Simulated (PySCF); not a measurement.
Predicted microwave data (CAM-B3LYP/def2-SVPD in PySCF (dipole) on a GFN2-xTB geometry, gas phase) for one isomer of C5H9ClO:

```
Rotational constants : A = 3009, B = 1754, C = 1464 MHz
Dipole components    : |μa| = 2.37 D, |μb| = 1.96 D, |μc| = 0.00 D
Inertial defect      : -110.90 u·Å²
κ                    : -0.63
```

**Question.** Which structure is it? (One computed conformer of each.)
A. pivaloyl chloride, `CC(C)(C)C(=O)Cl`
B. `[CH3:1][CH2:2][CH2:3][CH2:4][C:5](=[O:6])[Cl:7]` with C1–C2–C3–C4 180°, C2–C3–C4–C5 180°, C3–C4–C5–O6 0° (valeryl chloride)
C. `[CH3:1][CH2:2][C@H:3]([CH3:4])[C:5](=[O:6])[Cl:7]` with C1–C2–C3–C4 -175°, C2–C3–C5–O6 -119°

**Answer.** A. It is CC(C)(C)C(=O)Cl, an asymmetric top, point group Cs. The candidates at the same level (rigid rotor, commonest isotopes):

| SMILES | A (MHz) | B (MHz) | C (MHz) | μa (D) | μb (D) | μc (D) | Δ (u·Å²) | point group | rotor |
| --- | --- | --- | --- | --- | --- | --- | --- | --- | --- |
| CC[C@H](C)C(=O)Cl | 2457 | 1668 | 1506 | 2.48 | 1.69 | 0.94 | -173.13 | C1 | asymmetric top |
| CC(C)(C)C(=O)Cl | 3009 | 1754 | 1464 | 2.37 | 1.96 | 0.00 | -110.90 | Cs | asymmetric top |
| CCCCC(=O)Cl | 6633 | 786.3 | 715.4 | 2.53 | 1.86 | 0.00 | -12.50 | Cs | near-prolate asymmetric top |

`CCCCC(=O)Cl` has A 120 % too high; `CC[C@H](C)C(=O)Cl` has A 18 % too low. In the right answer the mirror of this Cs structure is the ab plane, so μc vanishes by symmetry. No structure here is proved a minimum.
